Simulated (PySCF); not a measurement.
C₄H₈F₃OS (charge +1).
Structure used (GFN2-xTB), in Å, numbered top down from 1:
```xyz
17
C4H8F3OS angstrom
C     -1.4350    1.2310    0.3104
S     -0.6750   -0.1309   -0.5760
C     -0.9285   -1.6369    0.3649
O     -1.2008   -0.2485   -1.8889
C      1.1268    0.1842   -0.7319
C      1.8596    0.3374    0.5966
F      3.1461    0.5622    0.4210
F      1.3476    1.3478    1.3123
F      1.7207   -0.7621    1.3496
H     -1.0851    1.2590    1.3363
H     -2.5113    1.0787    0.2757
H     -1.1964    2.1618   -0.1972
H     -1.9919   -1.8628    0.3342
H     -0.3833   -2.4486   -0.1096
H     -0.5957   -1.5045    1.3882
H      1.2430    1.0961   -1.3229
H      1.5521   -0.6518   -1.2927
```

PySCF, density fitting, gas phase, GFN2-xTB geometry. The standard run uses grid level 2 after a coarse-grid start, the def2-universal JK fitting basis (with tight functions added where the orbital basis needs them), an energy threshold of 1e-9 Eh and DIIS. The changed runs have no coarse-grid stage.

Standard PBE0/pcSseg-1: E = -929.102477 Eh, HOMO -14.466 eV, LUMO -5.396 eV, 14 cycles (coarse-grid cycles included). What changes at PBE0/pcSseg-1 with: fitting basis def2-qzvpp-jkfit?

E = -929.102540 Eh (-0.063 mEh), HOMO -14.466 eV (0.000), LUMO -5.396 eV (0.000), 11 SCF cycles. Of the changed settings only the fitting basis enters the energy expression; the total energy moves by 0.04 kcal/mol.

The cycles:
```
cycle   1  E = -928.7944594017  dE =  2.095e+00  |g| = 1.292e+00  |ddm| = 3.620e+00
cycle   2  E = -927.8181084691  dE =  9.764e-01  |g| = 2.641e+00  |ddm| = 3.297e+00
cycle   3  E = -929.0743256959  dE = -1.256e+00  |g| = 3.781e-01  |ddm| = 2.674e+00
cycle   4  E = -929.1000590952  dE = -2.573e-02  |g| = 1.236e-01  |ddm| = 3.979e-01
cycle   5  E = -929.1023935039  dE = -2.334e-03  |g| = 2.663e-02  |ddm| = 7.766e-02
cycle   6  E = -929.1025306282  dE = -1.371e-04  |g| = 6.802e-03  |ddm| = 2.203e-02
cycle   7  E = -929.1025396899  dE = -9.062e-06  |g| = 1.143e-03  |ddm| = 6.435e-03
cycle   8  E = -929.1025399639  dE = -2.740e-07  |g| = 3.486e-04  |ddm| = 1.397e-03
cycle   9  E = -929.1025399915  dE = -2.763e-08  |g| = 9.091e-05  |ddm| = 3.311e-04
cycle  10  E = -929.1025399931  dE = -1.639e-09  |g| = 2.944e-05  |ddm| = 7.752e-05
cycle  11  E = -929.1025399933  dE = -1.119e-10  |g| = 1.703e-05  |ddm| = 3.300e-05
```
